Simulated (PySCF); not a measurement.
Geometry (Å), atoms numbered from 1 in this order:
```xyz
9

Ge   -0.1791    0.3189   -1.2824
C    -0.1966    0.3098    0.6635
C     0.3717   -0.6381    1.4131
H    -0.7079    1.1393    1.1674
H     0.8991   -1.4940    0.9762
H     0.3385   -0.6058    2.5081
H     1.2685    0.3163   -1.8102
H    -0.8968    1.5796   -1.7975
H    -0.8974   -0.9260   -1.8381
```

Geometry: PBE0-D3(BJ)/def2-SVP; GIAO absolute shieldings from PySCF 2.14, gas phase, non-relativistic, averaged over equivalent atoms.

At PBE/pcSseg-1 (pcSseg-2 on Ge) (127 basis functions, 8.9 s wall time on 1 thread of an Arm Neoverse V2, shared host):
| atoms | σ (ppm) |
| --- | --- |
| Ge1 | 1532.7 |
| C3 | 37.0 |
| C2 | 42.2 |
| H4 | 24.65 |
| H5/H6 | 24.88 |
| H7/H8/H9 | 26.93 |

Q: Predict the values at B3LYP/pcSseg-1 (pcSseg-2 on Ge) on the same geometry.

A: 
```csv
atoms,σ at B3LYP/pcSseg-1 (pcSseg-2 on Ge),change
Ge1,1546.7,+14.0
C3,34.7,-2.3
C2,39.6,-2.6
H4,24.96,+0.31
H5/H6,25.17,+0.29
H7/H8/H9,27.23,+0.30
```

The largest change is at Ge1 (germanium bonded to C, 3 H). Cost: 127 basis functions, 6.4 s wall time on 1 thread of an Arm Neoverse V2, shared host.

Relativistic effects, spin–orbit coupling among them, are left out; they matter for Ge and for the light atoms bonded to it.
